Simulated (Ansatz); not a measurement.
A made-up structure of AlBH$_{3}$I, closed shell:

| atom | x (Å) | y (Å) | z (Å) |
| --- | --- | --- | --- |
| Al1 | -0.7683 | 0.4641 | -0.5618 |
| B2 | 0.5496 | -0.1752 | 0.9369 |
| I3 | 1.8428 | -1.5378 | -0.1010 |
| H4 | -2.0707 | -0.3893 | -0.8770 |
| H5 | -0.3667 | 1.6907 | -1.4882 |
| H6 | 3.4247 | -1.8150 | -0.6583 |

It is relaxed with PBE-D4/def2-SVP and then PBE0-D4/def2-TZVP (Ansatz 0.2.0). Atoms count as bonded within 1.22 times the sum of their covalent radii (H–H: 0.88 Å). The end point is not checked to be a true minimum.

Question: Does its bonding change? (A judgement: the text doesn't fix the answer.)

Answer: Computed: No: no bond forms or breaks.

Where it ends: The first stage lowers the energy by 1.82 eV in 25 steps. It ends as AlBH₃I ([AlH2][B][IH]):
```
atom    x (Å)    y (Å)    z (Å)
 Al1  -0.7574   0.4410  -0.6164
  B2   0.6558  -0.8363  -1.4324
  I3   2.3819  -1.7217  -0.7656
  H4  -2.0709  -0.1748   0.0336
  H5  -0.6172   2.0061  -0.8561
  H6   3.0191  -1.4767   0.8876
```

Labels in which every atom is bracketed show which atoms are joined, not bond orders.

For scale, one of the runs: PBE0-D4/def2-TZVP relaxation, 136 basis functions, launched by `ansatz run in.yaml --threads 2 --pin off --events-out ev --progress --plain --max-ram 4352MiB`. The run took about 15 s on 2 CPU threads of an Intel Xeon 6975P-C (shared host).
